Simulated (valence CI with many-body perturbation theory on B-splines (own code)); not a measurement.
**Questions on Gd57+**

Computed by configuration interaction combined with many-body perturbation theory (CI+MBPT): five valence electrons over a frozen Dirac-Fock core [He], radial functions for each j: 11 s, 11 p, 10 d, 8 f, 5 g, 2 h, with the one-electron correlation potential Σ1 (screened to all orders), the two-electron term Σ2, the three-electron term Σ3, Breit, model QED; selected single and double excitations, second order for the rest, scaled by the run's own slope (own B-spline code, finite nucleus).

No measured spectrum was set against this ion. As an estimate, large intervals hold to a few tenths of a per cent, small ones and those within an open d or f shell to about a per cent. Among the levels kept, up to 7300 cm⁻¹ of a level comes from second order outside the variational space, and about a tenth of that is noise between levels of different J, which matters for small intervals.

Levels are named by their leading jj configuration (3d3/2^4 stands for four electrons in 3d with j = 3/2), which in mixed levels can hold well under half, so a name can repeat and another be missing.

Rates and lifetimes use the calculated energies. Strong lines usually hold to 10 to 20 %, long lifetimes can be off by a factor of two.

Q: What is the ground level?

A: (2s^2 2p1/2^2 2p3/2) J=3/2, composition 48 % 2s2.2p3 2P° + 27 % 2s2.2p3 2D° + 25 % 2s2.2p3 4S°, g = 1.331.

Q: Name the longest-lived excited levels whose lifetime is computed, and their main decay.

A: (2s^2 2p1/2 2p3/2^2) J=5/2 at 5882.4 × 10³ cm⁻¹ lives 1.71 ns, mostly by M1 to (2s^2 2p1/2^2 2p3/2) J=3/2; (2s^2 2p1/2 2p3/2^2) J=1/2 at 6214.9 × 10³ cm⁻¹ lives 494 ps, mostly by M1 to (2s^2 2p1/2^2 2p3/2) J=3/2; (2s^2 2p1/2 2p3/2^2) J=3/2 at 5703.6 × 10³ cm⁻¹ lives 292 ps, mostly by M1 to (2s^2 2p1/2^2 2p3/2) J=3/2.

Q: Among levels below 72466 × 10³ cm⁻¹, which E1 lines absorb most strongly from the ground level?

A: to (2s^2 2p1/2^2 3d5/2) J=5/2 at 0.1773 nm, f = 0.543; to (2s^2 2p1/2 2p3/2 3d3/2) J=5/2 at 0.1615 nm, f = 0.481; to (2s 2p1/2^2 2p3/2 3p1/2) J=5/2 at 0.1633 nm, f = 0.205.

Q: How well does LS coupling describe the low levels?

A: Among the lowest 20 levels the leading LS term, summed over configurations, holds 63 % on average. For single configurations the figures are 62 % in LS and 100 % in jj coupling. Terms mix most in the J = 3/2 level at 55232 × 10³ cm⁻¹, where the leading one holds 34 %.

Q: Where does the other parity begin?

A: At (2s 2p1/2^2 2p3/2^2) J=5/2, 7942.9 × 10³ cm⁻¹.

Q: What is the ionisation energy?

A: 12148 eV; NIST lists 12147 ± 6 eV (theoretical).
